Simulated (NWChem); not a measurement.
System: SiNH3BrF; SMILES N[SiH](Br)F

Here is an NWChem input.

```
start job
memory heap 200 mb stack 900 mb global 1100 mb
geometry units angstroms noautosym nocenter noautoz
  Si    -0.047839    -0.921369     0.376420
  N      1.465348    -1.545155    -0.095813
  F     -1.294337    -1.409561    -0.522848
  Br     0.040851     1.298462     0.166043
  H     -0.341787    -1.308394     1.767093
  H      1.721710    -2.500458     0.123910
  H      1.956330    -1.193639    -0.908344
end
basis spherical
  * library 6-31g*
end
dft
  xc b3lyp
  iterations 150
end
cosmo
  do_cosmo_smd true
  solvent water
end
task dft energy
```

NWChem printed, in part:

```
             Northwest Computational Chemistry Package (NWChem) 7.3.0
             --------------------------------------------------------

                             Geometry "geometry" -> ""
                             -------------------------

 Output coordinates in angstroms (scale by  1.889725989 to convert to a.u.)

  No.       Tag          Charge          X              Y              Z
 ---- ---------------- ---------- -------------- -------------- --------------
    1 Si                  14.0000    -0.04783900    -0.92136900     0.37642000
    2 N                    7.0000     1.46534800    -1.54515500    -0.09581300
    3 F                    9.0000    -1.29433700    -1.40956100    -0.52284800
    4 Br                  35.0000     0.04085100     1.29846200     0.16604300
    5 H                    1.0000    -0.34178700    -1.30839400     1.76709300
    6 H                    1.0000     1.72171000    -2.50045800     0.12391000
    7 H                    1.0000     1.95633000    -1.19363900    -0.90834400

 Effective nuclear repulsion energy (a.u.)     335.8386938365

                                 NWChem DFT Module
                                 -----------------

 Summary of "ao basis" -> "ao basis" (spherical)
 ------------------------------------------------------------------------------
       Tag                 Description            Shells   Functions and Types
 ---------------- ------------------------------  ------  ---------------------
 Si                          6-31g*                  8       18   4s3p1d
 N                           6-31g*                  6       14   3s2p1d
 F                           6-31g*                  6       14   3s2p1d
 Br                          6-31g*                 12       32   5s4p3d
 H                           6-31g*                  2        2   2s

 in cosmo_initialize ...
 calling solv_data for solv:h2o

 solvent parameters
 solvname_short: h2o
 solvname_long:  water
 dielec:       78.4000
 dielecinf:     1.7769
 aqueous SMD model solvent descriptors
 dielec:       78.4000
 sola:          0.8200

          ---------------
          -cosmo- solvent
          ---------------
 Cosmo: York-Karplus, doi: 10.1021/jp992097l
 dielectric constant -eps-     =  78.40
 screen = (eps-1)/(eps    )    =   0.98724
 surface charge correction     = lagrangian

   van der Waals surface
 --------------------------

 ---------- ATOMIC COORDINATES (A.U.) ------------ VDWR(ANG.) --
     1   -0.09040260   -1.74113494    0.71133066     2.470
     2    2.76910620   -2.91991956   -0.18106032     1.890
     3   -2.44594227   -2.66368405   -0.98803945     1.730
     4    0.07719720    2.45373739    0.31377577     3.060
     5   -0.64588378   -2.47250615    3.33932157     1.200
     6    3.25356013   -4.72518047    0.23415595     1.200
     7    3.69692764   -2.25565064   -1.71652126     1.200
 number of segments per atom =        128
 number of   points per atom =        128
 atom (   nspa,  nppa )
 ----------------------
    1 (     53,     0 )       0
    2 (     48,     0 )       0
    3 (     61,     0 )       0
    4 (    102,     0 )       0
    5 (     32,     0 )       0
    6 (     44,     0 )       0
    7 (     43,     0 )       0
 number of -cosmo- surface points =      383
 molecular surface =    154.116 angstrom**2
 molecular volume  =    163.086 angstrom**3
 -lineq- algorithm             =   0
 -bem- low  level              =   3
 -bem- from -octahedral-
 gaussian surface charge width =   4.50000
 degree of switching           =   1.00000
 switching function tolerance  =   0.00010
 atomic radii =
 --------------
    1 14.000  2.470
    2  7.000  1.890
    3  9.000  1.730
    4 35.000  3.060
    5  1.000  1.200
    6  1.000  1.200
    7  1.000  1.200
 ...... end of -cosmo- initialization ......

 nat:                     7
 ixmem:                  2814
 calling mnsol_interface()
 G(SMD-CDS) energy (kcal/mol)  =     2.317
 SMD-CDS SASA (angstrom**2)    =   135.431

[...]

                                COSMO-SMD solvation results
                                ---------------------------

             internal energy in gas <Psi(g)|H|Psi(g)> =     -3019.897755132665
         internal energy in solvent <Psi(s)|H|Psi(s)> =     -3019.896677951691
                               delta internal energy  =         0.001077180974 (    0.68 kcal/mol)
   total free energy in solvent <Psi(s)|H+V/2|Psi(s)> =     -3019.906788850211
 polarization energy contribution <Psi(s)|V/2|Psi(s)> =        -0.010110898520 (   -6.34 kcal/mol)
    total free energy in solvent including G(SMD-CDS) =     -3019.903096275206
                       G(SMD-CDS) energy contribution =         0.003692575004 (    2.32 kcal/mol)
     1 M fixed-concentration free energy of solvation =        -0.005341142541 (   -3.35 kcal/mol)

                       DFT Final Molecular Orbital Analysis
                       ------------------------------------

 Vector   32  Occ=2.000000D+00  E=-3.097551D-01
              MO Center=  1.7D-01,  8.2D-01,  1.5D-01, r^2= 2.7D+00
   Bfn.  Coefficient  Atom+Function         Bfn.  Coefficient  Atom+Function
  ----- ------------  ---------------      ----- ------------  ---------------
    57      0.622313  4 Br px                59      0.326794  4 Br pz
    53     -0.280606  4 Br px                61      0.276209  4 Br px
    55     -0.147095  4 Br pz                63      0.137990  4 Br pz
    21      0.128879  2 N  px                23      0.127150  2 N  pz
    25      0.106798  2 N  px                27      0.092290  2 N  pz

 Vector   33  Occ=2.000000D+00  E=-3.034392D-01
              MO Center=  4.7D-02,  1.1D+00,  2.3D-01, r^2= 2.1D+00
   Bfn.  Coefficient  Atom+Function         Bfn.  Coefficient  Atom+Function
  ----- ------------  ---------------      ----- ------------  ---------------
    59      0.660317  4 Br pz                57     -0.342997  4 Br px
    63      0.302097  4 Br pz                55     -0.297585  4 Br pz
    61     -0.156092  4 Br px                53      0.154534  4 Br px
    80     -0.146005  5 H  s                 79     -0.093108  5 H  s
    51      0.089263  4 Br pz                24      0.080333  2 N  s

 Vector   34  Occ=2.000000D+00  E=-2.735099D-01
              MO Center=  1.2D+00, -1.1D+00, -1.5D-02, r^2= 2.4D+00
   Bfn.  Coefficient  Atom+Function         Bfn.  Coefficient  Atom+Function
  ----- ------------  ---------------      ----- ------------  ---------------
    23      0.369236  2 N  pz                27      0.307503  2 N  pz
    21      0.290823  2 N  px                57     -0.272624  4 Br px
    25      0.257571  2 N  px                22      0.246537  2 N  py
    26      0.198825  2 N  py                61     -0.128167  4 Br px
    59     -0.123556  4 Br pz                53      0.121617  4 Br px

 Vector   35  Occ=0.000000D+00  E= 1.840159D-02
              MO Center= -7.0D-02,  9.2D-02,  3.0D-01, r^2= 4.2D+00
   Bfn.  Coefficient  Atom+Function         Bfn.  Coefficient  Atom+Function
  ----- ------------  ---------------      ----- ------------  ---------------
    10      0.984589  1 Si s                 62      0.813243  4 Br py
    12      0.791715  1 Si py                60     -0.644345  4 Br s
     8      0.510372  1 Si py                 6      0.448180  1 Si s
    58      0.359011  4 Br py                56      0.341797  4 Br s
    80     -0.242393  5 H  s                 82      0.229138  6 H  s

 Vector   36  Occ=0.000000D+00  E= 5.223362D-02
              MO Center=  2.2D-01, -1.6D+00, -1.3D-02, r^2= 4.2D+00
   Bfn.  Coefficient  Atom+Function         Bfn.  Coefficient  Atom+Function
  ----- ------------  ---------------      ----- ------------  ---------------
    12      0.802319  1 Si py                24      0.785728  2 N  s
    13      0.508295  1 Si pz                38      0.416897  3 F  s
    60     -0.418471  4 Br s                 84     -0.390983  7 H  s
    10     -0.356342  1 Si s                 82     -0.333458  6 H  s
    27     -0.225908  2 N  pz                 9      0.201178  1 Si pz

 Vector   37  Occ=0.000000D+00  E= 6.008418D-02
              MO Center=  2.3D-01, -8.8D-01,  5.0D-01, r^2= 4.9D+00
   Bfn.  Coefficient  Atom+Function         Bfn.  Coefficient  Atom+Function
  ----- ------------  ---------------      ----- ------------  ---------------
    11      1.118785  1 Si px                24     -1.047162  2 N  s
    10      0.425686  1 Si s                  7      0.338548  1 Si px
    38      0.338748  3 F  s                 82      0.263281  6 H  s
    61     -0.255205  4 Br px                84      0.217964  7 H  s
    57     -0.182878  4 Br px                62      0.153653  4 Br py

     Multipole analysis of the density
     ---------------------------------

     L   x y z        total         alpha         beta         nuclear
     -   - - -        -----         -----         ----         -------
     0   0 0 0     -0.000000    -34.000000    -34.000000     68.000000

     1   1 0 0      0.900293     -2.105420     -2.105420      5.111132
     1   0 1 0     -1.024281     -4.331635     -4.331635      7.638989
     1   0 0 1     -0.022663     -6.330312     -6.330312     12.637960

     2   2 0 0    -31.203114    -81.857775    -81.857775    132.512436
     2   1 1 0     -3.917846      3.663226      3.663226    -11.244298
     2   1 0 1     -2.560241     -6.503739     -6.503739     10.447238
     2   0 2 0    -28.622512   -219.430089   -219.430089    410.237666
     2   0 1 1     -0.875169    -16.189657    -16.189657     31.504145
     2   0 0 2    -31.322058    -32.509845    -32.509845     33.697632
```

Level: B3LYP/6-31G* (spherical d), SMD on the gas-phase geometry. The geometry was optimised at B3LYP/6-31G* (spherical d). Solvent: water.
